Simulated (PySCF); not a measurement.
CH8NPSi4.
Atom-mapped SMILES: `[N:1]#[C:2][Si:3]1([PH2:4])[SiH2:5][SiH2:6][SiH2:7]1`

NICS = −σ at a ghost point: NICS(0) at the centroid of the ring atoms, NICS(1) 1 Å to either side along the normal of their mean plane, zz for the tensor component along that normal. Level: GIAO PBE0/pcSseg-1 (PySCF, non-relativistic, gas phase) on the GFN2-xTB geometry, one conformer.

Ring bond lengths (Å), with Mayer bond orders in brackets: Si3–Si5 2.389 (0.82), Si5–Si6 2.361 (0.85), Si6–Si7 2.364 (0.85), Si7–Si3 2.402 (0.80).

Task: Give the NICS values of each ring in ppm.

Result: 
```tsv
ring	type	NICS(0)	NICS(1), two faces	NICS(1)zz, two faces	rms pucker (Å)	centre to ring atoms, mean (Å)
Si3–Si5–Si6–Si7	4-membered ring with 4 Si; formal bonds all single	2.2	-0.5 / -0.8	7.2 / 6.9	0.00	1.68
```

Task: What do they say, and how far can they be read as aromaticity?

Result: 
- Si3–Si5–Si6–Si7: mean NICS(1)zz 7.1 ppm, deshielded. Si3, Si5, Si6, Si7 have four or more neighbours, and the NICS criterion for π rings isn't applied.

Task: What is the mean of the two in-plane components of NICS at the second NICS(1) probe listed for ring Si3–Si5–Si6–Si7, 1 Å off the ring?

Result: The isotropic value is a third of the trace: (3 × -0.8 − (6.9))/2 = -4.7 ppm.

Shape of the structure used: `[N:1]#[C:2][Si:3]1([PH2:4])[SiH2:5][SiH2:6][SiH2:7]1`: H–P4–Si3–C2 -82°, H–P4–Si3–C2 -174°.
